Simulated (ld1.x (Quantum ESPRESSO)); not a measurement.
**Ce: variants of one TM semilocal potential**

Base potential:

* Element: Ce (Z = 58)
* Generator: ld1.x (Quantum ESPRESSO) 7.5
* Type: norm-conserving Troullier–Martins (semilocal form)
* Functional: BP86
* Relativity: scalar-relativistic
* Frozen core: [Kr] 4d10
* Valence charge: 12
* Reference configuration: 4f1 5s2 5p6 5d1 6s0 6p0 (charge +2)
* Partial waves: 5s (bound): rc 1.55 bohr; 5d (bound): rc 3.75 bohr; 4f (bound): rc 1.70 bohr; 5p (bound): rc 1.85 bohr
* Local potential: the p channel
* Core correction: none

Cutoffs, loose and tight: the cutoffs (Ry, on a coarse ladder) from which the occupation-weighted sum of valence levels, in a spherical-Bessel basis at the reference potential, stays within 10 and 1 mRy of its value at 400 Ry. They do not see the model core or the augmentation charge, which bear on the density cutoff. Test errors are all-electron minus pseudo excitation energies from the reference, over the configurations 4f1 5s2 5p6 5d1 6s2 6p0; 4f1 5s2 5p6 5d1 6s1 6p0; 4f1 5s2 5p6 5d0 6s0 6p0; 4f1 5s1 5p6 5d1 6s2 6p0; 4f1 5s2 5p6 5d0 6s2 6p1; 4f0 5s2 5p6 5d2 6s2 6p0; 4f0 5s2 5p6 5d0 6s0 6p0. A dash means not determined; rows that change the core or the reference have their own tests. The largest error is taken over the tests solved by every variant that gives reliable tests at all: 4f0 5s2 5p6 5d0 6s0 6p0; 4f0 5s2 5p6 5d2 6s2 6p0; 4f1 5s1 5p6 5d1 6s2 6p0; 4f1 5s2 5p6 5d0 6s0 6p0; 4f1 5s2 5p6 5d1 6s1 6p0; 4f1 5s2 5p6 5d1 6s2 6p0.

A semilocal file is local in each channel, so a ghost entry of none says nothing of the separable form that plane-wave codes build from it.

| change | outcome | cutoff, loose | cutoff, tight | bound ghosts | largest test error (meV) |
| --- | --- | --- | --- | --- | --- |
| base | generated | 110 Ry | 140 Ry | none | +998 |
| wave 4f (bound): rc 1.70 bohr becomes 4f (bound): rc 1.16 bohr | generated | 200 Ry | 230 Ry | none | +861 |
| wave 4f (bound): rc 1.70 bohr becomes 4f (bound): rc 1.64 bohr | generated | 120 Ry | 140 Ry | none | +975 |
| wave 4f (bound): rc 1.70 bohr becomes 4f (bound): rc 2.04 bohr | generated | 90 Ry | 100 Ry | none | +1116 |
| wave 4f (bound): rc 1.70 bohr becomes 4f (bound): rc 2.42 bohr | generated | 70 Ry | 90 Ry | none | +1337 |

(1) What comes out with this change to the base: wave 4f (bound): rc 1.70 bohr becomes 4f (bound): rc 1.86 bohr?

(2) What comes out with this change to the base: wave 4f (bound): rc 1.70 bohr becomes 4f (bound): rc 1.28 bohr?

Results:

(1) outcome: generated; cutoff, loose: 100 Ry; cutoff, tight: 120 Ry; bound ghosts: none; largest test error (meV): +1040.

(2) outcome: generated; cutoff, loose: 180 Ry; cutoff, tight: 230 Ry; bound ghosts: none; largest test error (meV): +887.

Reading the sweep of the f radius (base included, trends over the rows without a ghost): The loose cutoff falls from 200 Ry at 1.16 to 70 Ry at 2.42 bohr. A larger radius leaves more room for a smooth pseudo-wave, so fewer plane waves are needed; a smaller one forces it to follow the all-electron wave where it bends sharply.
